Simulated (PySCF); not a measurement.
The metal is changed in MCl3. Gas-phase values, no solvent. Multiplicities are imposed; where one is given, others were not computed.

These are B3LYP-D3(BJ)/def2-TZVP // BP86-D3(BJ)/def2-SVP (PySCF) values and carry that method's errors. All candidates: neutral, multiplicity 2. B3LYP has the VWN-RPA correlation part, as in Gaussian. 

| Quantity | Value |
|---|---|
| dipole moment | 1.24 D |
| highest occupied spin orbital | -8.08 eV |

Task: Name which member has these values.
A) [Hf(Cl)3]
B) [Pt(Cl)3]
C) [Pd(Cl)3]
D) [Zr(Cl)3]

Result: B, [Pt(Cl)3]. The others give [Hf(Cl)3]: 0.00 D, -5.96 eV; [Pd(Cl)3]: 1.34 D, -8.47 eV; [Zr(Cl)3]: 0.02 D, -6.05 eV
